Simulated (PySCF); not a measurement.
## AsH⁻: mean field, correlation and small terms against distance

State: ²Π, doublet, unpaired electrons π ↑. ROHF-based CCSD(T) in PySCF 2.14 with As aug-cc-pwCVDZ-PP with ECP10, H aug-cc-pVDZ and As aug-cc-pwCVTZ-PP with ECP10, H aug-cc-pVTZ (frozen core orbitals: 4; scalar-relativistic core potentials). Correlation energies are extrapolated as n⁻³ (n = 2, 3), Hartree–Fock as (n+1)·exp(−9√n). All energies in eV from As⁻ + H.

| R (Å) | HF/CBS | CCSD corr. | (T) | total |
| --- | --- | --- | --- | --- |
| 1.3729 | -1.844 | -1.025 | -0.0377 | -2.906 |
| 1.4353 | -2.023 | -1.017 | -0.0403 | -3.080 |
| 1.4977 | -2.100 | -1.014 | -0.0433 | -3.157 |
| 1.5601 | -2.102 | -1.014 | -0.0465 | -3.162 |
| 1.6225 | -2.047 | -1.017 | -0.0501 | -3.114 |
| 1.7005 | -1.922 | -1.024 | -0.0548 | -3.002 |
| 1.7785 | -1.756 | -1.035 | -0.0600 | -2.850 |

A fit to the total gives Re = 1.5333 Å, De = 3.167 eV, ωe = 2054.5 cm⁻¹, Be = 7.211 cm⁻¹ (masses 74.9216 and 1.0078 u).

Task: At R = 1.5601 Å the CCSD correlation energy is -0.371412 hartree in the smaller basis and -0.593984 in the larger. Extrapolate it.

Result: (3³·E3 − 2³·E2)/(3³ − 2³) = -0.68770 hartree; the larger basis holds 86.4 % of it.

The T1 diagnostic is 0.014. The state was picked by a PBE0 search and need not be the measured ground state. Spin–orbit coupling, excitations beyond (T) and corrections to the Born–Oppenheimer picture are left out.
